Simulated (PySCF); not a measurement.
# Ga: electron affinity

Ga⁻ [Ar] 3d10 4s2 4p2 (3P) → Ga [Ar] 3d10 4s2 4p1 (2P), as a difference of total energies. Computed with PySCF 2.14 in aug-cc-pVDZ-DK, with scalar relativity by spin-free X2C-1e. Correlated levels: valence: [Ar] 3d10 frozen. The calculations carry no spin-orbit coupling.

```
           method  electron affinity (eV)
              UHF                  -0.062
    MP2 (valence)                   0.209
SCS-MP2 (valence)                   0.114
   CCSD (valence)                   0.237
CCSD(T) (valence)                   0.263
  CCSDT (valence)                   0.272
    FCI (valence)                   0.275
```

A first-order spin-orbit estimate (lowest level to lowest level, LS coupling) adds -0.025 eV.

Errors of the correlated levels include the incompleteness of this basis and the frozen core.

A negative affinity means that the anion lies above the atom at that level of theory.

For comparison: 0.301 eV (measured; photodetachment measurements, as compiled on the Wikipedia data page of electron affinities).
